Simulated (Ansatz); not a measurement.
H$_{7}$Ge$_{3}$, doublet, at a GFN2-xTB geometry; PBE0/6-311G** in Ansatz (an electronic-structure program).

The Ansatz input:
Ansatz 0.2 input:
```yaml
crystal:
  periodic: [false, false, false]
  atoms:
    - {symbol: Ge, position_ang: [2.13903938, 0.20733498, -0.26319809]}
    - {symbol: Ge, position_ang: [-0.03611317, -0.83982798, 0.16501999]}
    - {symbol: Ge, position_ang: [-1.98275419, 0.57966115, 0.09606902]}
    - {symbol: H, position_ang: [1.84262237, 1.02420873, -1.57002114]}
    - {symbol: H, position_ang: [2.07065990, 1.46618144, 0.67148073]}
    - {symbol: H, position_ang: [-0.30453460, -2.01804050, -0.77225778]}
    - {symbol: H, position_ang: [-0.06745565, -1.58036333, 1.50261258]}
    - {symbol: H, position_ang: [-3.27104294, -0.15536264, 0.36117884]}
    - {symbol: H, position_ang: [-2.17490700, 1.26059438, -1.22995204]}
    - {symbol: H, position_ang: [-1.94084666, 1.69340064, 1.10444934]}
basis:
  gaussian:
    orbitals: 6-311G__.json
    fitting: {mean_field: cc-pVTZ-JKFIT}
hamiltonian:
  xc: pbe0
magnetization: {spin_polarized: true, initial_magnetization: 1}
```
The basis file holds 6-311G** in the JSON format of the Basis Set Exchange.

Q: Write the output that Ansatz gives for this input, abridged.

A: 
```
Functional definition: PBE0
831 factors; integrals over basis functions are off by at most 5.1e-1 eV
mean field evaluation 1: about -169642.0793 eV, gradient 1.9e1 eV
mean field evaluation 2: about -169642.5216 eV, gradient 1.8e1 eV
mean field evaluation 4: about -169643.0222 eV, gradient 7.8e-1 eV
mean field evaluation 8: about -169643.0212 eV, gradient 3.3e-2 eV
mean field evaluation 16: about -169643.0212 eV, gradient 1.3e-5 eV
mean field -169643.02122281 eV, -6234.2660417686 hartree, gradient 1.3e-5 eV, S^2 0.752868; 0 other end points of the search recorded, 0 dependent functions left out
reference -169643.02126352 eV, -6234.2660432646 hartree; 52, 51 occupied and 122, 123 virtual orbitals, 831 factors
Total energy: -169643.02126352 eV, -6234.2660432646 hartree
```
